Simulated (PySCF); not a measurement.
**Spin states and ions at one geometry of Au3**

PySCF 2.14.0, UKS B3LYP, Au def2-SVP with ECP60; non-relativistic Hamiltonian with scalar-relativistic core potentials where named; density fitting; no spin-orbit coupling; singlets restricted, open shells unrestricted. The geometry is relaxed for charge 0, doublet, vacuum:

```xyz
3

Au    1.3883    0.0000    0.0000
Au   -0.6941    1.6437    0.0000
Au   -0.6942   -1.6437    0.0000
```

Energies count from the relaxed state; an electron taken off or put on is at rest in vacuum. Charges and spins are Mulliken's.

```tsv
state	energy (eV)	spin squared	charge on Au1 (e)	spin on Au1 (e)	dipole about the centre of mass (D)
charge 0, doublet, vacuum	0.00	0.76	0.08	0.04	0.61
charge 0, quartet, vacuum	2.47	3.75	-0.07	0.89	0.45
charge +1, singlet, vacuum	7.35	0.00	0.26	0.00	0.55
charge +1, triplet, vacuum	9.56	2.01	0.38	0.33	0.42
charge -1, singlet, vacuum	-2.21	0.00	-0.17	0.00	1.70
charge -1, triplet, vacuum	-2.11	2.01	-0.31	0.67	0.17
```

Question: What does the state charge 0, sextet, vacuum give?

Answer: energy (eV) 7.56, spin squared 8.75, charge on Au1 (e) -0.06, spin on Au1 (e) 1.56, dipole about the centre of mass (D) 0.41.

With an electron taken off (singlet, the lower of the two states computed) the charges change, summed by element, by Au +1.00 e. The vertical ionisation energy is 7.35 eV, against −ε(HOMO) = 5.43 eV over both spins of the relaxed state. The level lies 1.9 eV too high, as is usual for semilocal functionals and global hybrids, which keep a self-interaction error.

With an electron put on (singlet, the lower of the two states computed) the charges change, summed by element, by Au -1.00 e. The vertical electron affinity is 2.21 eV, against −ε(LUMO) = 4.02 eV over both spins of the relaxed state. The basis has no diffuse functions, which an added electron needs.

Open shells may have lower solutions than those found. A restricted singlet can lie too high where a spin-broken solution exists, which wasn't tested: charge -1, singlet, vacuum.

A frequency check found unstable modes (1, the lowest at -9 cm⁻¹), so the relaxed geometry is a saddle point, or these are noise.
